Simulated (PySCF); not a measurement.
A calculated (UHF, PySCF 2.14, def2-SVP, no relativity, point nucleus) atom or ion has these occupied shells.

| shell | electrons | orbital energy (eV) | rms radius, mean of both spins (bohr) |
| --- | --- | --- | --- |
| 1s α | 1 | -9622.3 | 0.0592 |
| 1s β | 1 | -9622.2 | 0.0592 |
| 2s α | 1 | -1215.8 | 0.248 |
| 2s β | 1 | -1215.7 | 0.248 |
| 2p β | 3 | -1068.2 | 0.221 |
| 2p α | 3 | -1068.2 | 0.221 |
| 3s α | 1 | -162.53 | 0.743 |
| 3s β | 1 | -162.23 | 0.743 |
| 3p α | 3 | -113.62 | 0.783 |
| 3p β | 3 | -113.56 | 0.783 |
| 3d α | 5 | -30.418 | 0.981 |
| 3d β | 5 | -30.352 | 0.981 |
| 4s α | 1 | -16.486 | 2.78 |

(1) Name the element and its charge.

## Answers

(1) Zn⁺ (zinc, charge +1), in [Ar] 3d10 4s1, 2S determinant.
